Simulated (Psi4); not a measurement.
ClCrO2, charge +1, singlet, geometry from GFN2-xTB (such geometries of metal compounds can be far from the true shape) (the multiplicity is a formal guess), with bond 2-1 at 2.0 times its length; HF/def2-SVP (Psi4).

The Psi4 input:
```
memory 2 GB

molecule {
1 1
  Cr    0.30551309   -0.01734383    0.39439997
  O     2.69243309   -1.35963647   -1.04392879
  O    -0.54284806   -0.99267836    1.24350979
  Cl   -0.88125379    0.81562353   -0.98915073
}

set basis def2-svp
set df_basis_scf cc-pvtz-jkfit

energy('scf')
print_variables()
```

**Question.** Write the output that Psi4 gives for this input, abridged.

**Answer.** 
```
   => Loading Basis Set <=

    Name: DEF2-SVP
    Role: ORBITAL
    Keyword: BASIS

         ---------------------------------------------------------
                                   SCF
               by Justin Turney, Rob Parrish, Andy Simmonett
                          and Daniel G. A. Smith
                              RHF Reference
         ---------------------------------------------------------

  ==> Geometry <==

    Molecular point group: c1
    Full point group: C1

    Geometry (in Angstrom), charge = 1, multiplicity = 1:

       Center              X                  Y                   Z               Mass
    ------------   -----------------  -----------------  -----------------  -----------------
         CR           0.142059496068     0.066798906930     0.486173944017    51.940506230000
         O            2.528979496068    -1.275493733070    -0.952154815983    15.994914619570
         O           -0.706301653932    -0.908535623070     1.335283764017    15.994914619570
         CL          -1.044707383932     0.899766266930    -0.897376755983    34.968852682000

  Running in c1 symmetry.

  Rotational constants: A =      0.15639  B =      0.08281  C =      0.05811 [cm^-1]
  Rotational constants: A =   4688.56061  B =   2482.68551  C =   1742.21122 [MHz]
  Nuclear repulsion =  256.859907758690952

  Charge       = 1
  Multiplicity = 1
  Electrons    = 56
  Nalpha       = 28
  Nbeta        = 28

  ==> Algorithm <==

  SCF Algorithm Type is DF.
  DIIS enabled.
  MOM disabled.
  Fractional occupation disabled.
  Guess Type is SAD.
  Energy threshold   = 1.00e-06
  Density threshold  = 1.00e-06
  Integral threshold = 1.00e-12

  ==> Primary Basis <==

  Basis Set: DEF2-SVP
    Blend: DEF2-SVP
    Number of shells: 31
    Number of basis functions: 77
    Number of Cartesian functions: 85
    Spherical Harmonics?: true
    Max angular momentum: 3

Traceback (most recent call last):
  File "psi4", line 375, in <module>
  File "<string>", line 25, in <module>
  File "site-packages/psi4/driver/driver.py", line 533, in energy
  File "site-packages/psi4/driver/procrouting/proc.py", line 2760, in run_scf
  File "site-packages/psi4/driver/procrouting/proc.py", line 1939, in scf_helper
  File "site-packages/psi4/driver/procrouting/proc.py", line 1462, in scf_wavefunction_factory
  File "site-packages/psi4/driver/p4util/python_helpers.py", line 169, in _pybuild_basis
  File "site-packages/psi4/driver/qcdb/libmintsbasisset.py", line 722, in pyconstruct
  File "site-packages/psi4/driver/qcdb/libmintsbasisset.py", line 976, in construct

psi4.driver.qcdb.exceptions.BasisSetNotFound: BasisSet::construct: Unable to find a basis set for atom 1 for key JKFIT among:
  Shell Entries: ['CR']
  Basis Sets: [('CC-PVTZ-JKFIT', 'CC-PVTZ-JKFIT', None)]
  File Path: tmph266ht_s, tmph266ht_s, basis
  Input Blocks:

Printing out the relevant lines from the Psithon --> Python processed input file:
      Cl   -0.88125379    0.81562353   -0.98915073
    """)
    core.IO.set_default_namespace("")
    core.set_global_option("BASIS", "def2-svp")
    core.set_global_option("DF_BASIS_SCF", "cc-pvtz-jkfit")
--> energy('scf')
    print_variables()

!----------------------------------------------------------------------------------!
!                                                                                  !
!  BasisSet::construct: Unable to find a basis set for atom 1 for key JKFIT among: !
!   Shell Entries: ['CR']                                                          !
!   Basis Sets: [('CC-PVTZ-JKFIT', 'CC-PVTZ-JKFIT', None)]                         !
!   File Path: tmph266ht_s,      !
!     tmph266ht_s,               !
!     basis                                          !
!   Input Blocks:                                                                  !
!                                                                                  !
!----------------------------------------------------------------------------------!

QcdbException BasisSetNotFound: BasisSet::construct: Unable to find a basis set for atom 1 for key JKFIT among:
  Shell Entries: ['CR']
  Basis Sets: [('CC-PVTZ-JKFIT', 'CC-PVTZ-JKFIT', None)]
  File Path: tmph266ht_s, tmph266ht_s, basis
  Input Blocks:
```

The input was rejected before any calculation.
